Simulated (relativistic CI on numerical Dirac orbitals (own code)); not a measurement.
Calculated at this level of theory: Dirac-Coulomb-Breit CI, KLI orbitals optimised for each configuration, QED by a radiative potential, unscaled Slater integrals (own radial code, finite nucleus).

The strongest absorption lines from the ground level of an ion, among the configurations computed and to levels below about 633 eV (vacuum wavelength in Å, gf): 42.060 (0.11), 44.386 (0.42), 44.401 (1.1), 45.104 (0.86), 45.680 (0.23), 56.142 (0.26), 56.367 (0.084), 60.853 (0.31).

(1) Which ion is it?
A. Ba⁴³⁺
B. Ba⁴¹⁺
C. Ba³⁹⁺
D. Nd⁴⁵⁺

## Answers

(1) B. Ba⁴¹⁺ has 15 electrons and the ground level 3s2 3p3 2P°_3/2; the strongest line goes to 3s2 3p2 3d 4P_3/2. The pattern of lines fixes the number of electrons, and along that sequence the line energies rise steadily with the charge (about as its square where n changes within one kind of shell, about linearly where n is kept but much faster in heavy ions where fine structure, which grows about as Z⁴, sets the gap, and irregularly where shells cross), which fixes Z. Configurations outside the model, such as inner-shell arrays, can give stronger lines. At this charge energies of transitions that change n are usually good to better than 1 %, and those within a shell (Δn = 0) to a few per cent.

LS names give the leading component of a level, which can be under half, so a name can repeat, a term be missing and a line seem to break the LS rules.
